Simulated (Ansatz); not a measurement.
Reaction (ligand exchange at the Si–C bond): `[SiH3]C[S][GaH2]` + `CC(N)S` → `CC(S)N[SiH3]` + `C[S][GaH2]`

Calculated with Ansatz (gas phase, PBE0-D4/def2-TZVP geometries, no zero-point term in ΔE). CCSD(T)/CBS adds triple-zeta CCSD(T) − MP2 to the extrapolated MP2 energy (def2 sets, frozen cores). Functionals use def2-TZVPP. For Ga outer-core shells are correlated without core-valence functions, which leaves a few kJ/mol of doubt a bond. Scalar relativity is left out up to krypton. Each species was taken in one conformer, which may not be the lowest.

`[SiH3]C[S][GaH2]`:

Z-matrix (Å, degrees):
```
Si
C 1 1.878
H 1 1.484 2 109.6
H 1 1.490 2 111.1 3 -120.9
H 1 1.488 2 108.6 3 119.2
S 2 1.826 1 109.7 3 -57.8
H 2 1.092 1 110.8 3 59.6
H 2 1.091 1 111.5 3 179.1
Ga 6 2.191 2 102.8 1 -80.8
H 9 1.558 6 115.9 2 176.6
H 9 1.563 6 116.9 2 -5.1
```

`CC(N)S`:

Z-matrix (Å, degrees):
```
C
C 1 1.518
H 1 1.093 2 111.9
H 1 1.093 2 110.5 3 120.8
H 1 1.095 2 109.6 3 -119.6
N 2 1.445 1 115.5 3 177.7
S 2 1.830 1 111.9 3 -62.6
H 2 1.093 1 109.6 3 56.6
H 6 1.012 2 110.6 1 -68.6
H 6 1.014 2 110.5 1 51.4
H 7 1.342 2 96.9 1 35.3
```

`CC(S)N[SiH3]`:

Cartesian coordinates in Å:
```
C -1.990 -0.175 0.336
C -0.640 0.227 -0.223
S -0.746 -0.011 -2.056
N 0.433 -0.482 0.406
Si 2.042 0.129 0.497
H -2.796 0.395 -0.129
H -2.004 0.000 1.413
H -2.175 -1.238 0.157
H -0.482 1.296 -0.058
H 0.502 0.401 -2.329
H 0.314 -1.485 0.362
H 1.987 1.482 1.111
H 2.730 0.272 -0.822
H 2.824 -0.812 1.335
```

`C[S][GaH2]`:

Cartesian coordinates in Å:
```
C -0.865 -0.738 -0.794
S 0.272 -1.090 0.581
Ga 1.117 0.869 1.046
H -0.560 -1.320 -1.662
H -0.862 0.320 -1.052
H -1.872 -1.033 -0.502
H 0.613 2.069 0.176
H 2.156 0.924 2.208
```

```json
{"species": "`[SiH3]C[S][GaH2]`", "ωB97M-V energy (Eh)": "-2654.71958"}
{"species": "`CC(N)S`", "ωB97M-V energy (Eh)": "-533.33651"}
{"species": "`CC(S)N[SiH3]`", "ωB97M-V energy (Eh)": "-824.03386"}
{"species": "`C[S][GaH2]`", "ωB97M-V energy (Eh)": "-2364.04387"}
```

Question: Work out ΔE.

Answer: ΔE = (-824.03386) + (-2364.04387) − (-2654.71958) − (-533.33651) = -0.02164 Eh = -56.8 kJ/mol. CCSD(T)/CBS gives -56.4 kJ/mol.

Largest T1 diagnostic among the species: 0.013.

In def2-TZVPP, CCSD(T) changes the Hartree–Fock value by +9.7 kJ/mol (the triples alone add +1.0 kJ/mol) and MP2 by +7.8 kJ/mol.
